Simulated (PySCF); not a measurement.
# Field gradients at the hydrogen positions

Compound: C₆H₁₄P (charge +1).
Z-matrix (Å and degrees, GFN2-xTB geometry), rows numbered from 1:
```
C 
C   1  1.5243
C   2  1.5087  1  111.30
C   3  1.5346  2  120.63  1   150.71
P   4  1.7994  3   65.52  2  -109.52
C   5  1.8278  3  125.14  4  -100.85
C   6  1.5263  5  110.84  3  -115.36
H   1  1.0867  2  110.94  3    61.25
H   1  1.0905  2  110.38  3   -58.92
H   1  1.0857  2  110.43  3  -178.83
H   2  1.0928  1  110.16  3   122.62
H   2  1.0921  1  109.62  3  -119.52
H   3  1.0867  2  114.06  1   -63.91
H   4  1.0829  3  117.96  5  -111.32
H   4  1.0844  3  116.38  5   109.03
H   5  1.3745  3  116.83  4    98.28
H   6  1.0945  5  108.04  3   122.98
H   6  1.0942  5  107.18  3     6.22
H   7  1.0879  6  111.55  5    60.56
H   7  1.0870  6  109.35  5  -179.83
H   7  1.0882  6  111.18  5   -60.76
```

Level: PBE0/pcSseg-1 (PySCF, non-relativistic); Q(2H) = 0.00286 b; rigid geometry, the same for H and D, with no vibrational averaging.

Question: Rank these positions by the coupling χzz of a deuteron there, largest first.
A. H13 (methine hydrogen)
B. H14 (methylene hydrogen)
C. H17 (methylene hydrogen)
D. H11 (methylene hydrogen)
E. H16 (P–H hydrogen)

Answer: B (213 kHz), A (206 kHz), D (200 kHz), C (195 kHz), E (139 kHz).

Question: Tabulate Vzz, the asymmetry η and χzz = 234.96 MHz × Q × Vzz for every hydrogen position.

Answer: 
```json
{"atom": "H8", "bonded to": "C1", "bond length (Å)": "1.087", "Vzz (au)": "0.3113", "η": "0.03", "χzz (kHz)": "209"}
{"atom": "H9", "bonded to": "C1", "bond length (Å)": "1.090", "Vzz (au)": "0.3107", "η": "0.04", "χzz (kHz)": "209"}
{"atom": "H10", "bonded to": "C1", "bond length (Å)": "1.086", "Vzz (au)": "0.3129", "η": "0.03", "χzz (kHz)": "210"}
{"atom": "H11", "bonded to": "C2", "bond length (Å)": "1.093", "Vzz (au)": "0.2972", "η": "0.05", "χzz (kHz)": "200"}
{"atom": "H12", "bonded to": "C2", "bond length (Å)": "1.092", "Vzz (au)": "0.2971", "η": "0.03", "χzz (kHz)": "200"}
{"atom": "H13", "bonded to": "C3", "bond length (Å)": "1.087", "Vzz (au)": "0.3063", "η": "0.06", "χzz (kHz)": "206"}
{"atom": "H14", "bonded to": "C4", "bond length (Å)": "1.083", "Vzz (au)": "0.3173", "η": "0.05", "χzz (kHz)": "213"}
{"atom": "H15", "bonded to": "C4", "bond length (Å)": "1.084", "Vzz (au)": "0.3148", "η": "0.05", "χzz (kHz)": "212"}
{"atom": "H16", "bonded to": "P5", "bond length (Å)": "1.374", "Vzz (au)": "0.2067", "η": "0.10", "χzz (kHz)": "139"}
{"atom": "H17", "bonded to": "C6", "bond length (Å)": "1.095", "Vzz (au)": "0.2907", "η": "0.04", "χzz (kHz)": "195"}
{"atom": "H18", "bonded to": "C6", "bond length (Å)": "1.094", "Vzz (au)": "0.2930", "η": "0.05", "χzz (kHz)": "197"}
{"atom": "H19", "bonded to": "C7", "bond length (Å)": "1.088", "Vzz (au)": "0.3071", "η": "0.05", "χzz (kHz)": "206"}
{"atom": "H20", "bonded to": "C7", "bond length (Å)": "1.087", "Vzz (au)": "0.3086", "η": "0.04", "χzz (kHz)": "207"}
{"atom": "H21", "bonded to": "C7", "bond length (Å)": "1.088", "Vzz (au)": "0.3060", "η": "0.05", "χzz (kHz)": "206"}
```

Question: Average by the element that carries the hydrogen.

Answer: on C: 205 kHz over 13 positions, mean bond length 1.089 Å; on P: 139 kHz over 1 position, mean bond length 1.374 Å.

Question: How does χzz go with the bond length over the 13 C–H bonds?

Answer: A straight-line fit has a slope of -14.3 kHz for each 0.01 Å, with a correlation coefficient of -0.94, over lengths from 1.083 to 1.095 Å. The longer bonds have the smaller couplings here.

Question: Give the 2H NMR doublet splittings at H9 for a magnetic field along the z, y and x axes of the gradient: 3χ/2, 3χ(1 + η)/4, 3χ(1 − η)/4.

Answer: With |χ| = 208.8 kHz and η = 0.045: 313, 164 and 150 kHz, to first order and without motion.

The structure is a single GFN2-xTB conformer in the gas phase; no vibrational or solvent corrections. GFN2-xTB bond lengths can be off by several hundredths of an ångström, more for odd bonds, and the gradients follow them. With a basis this small, the couplings can be 20 % off.
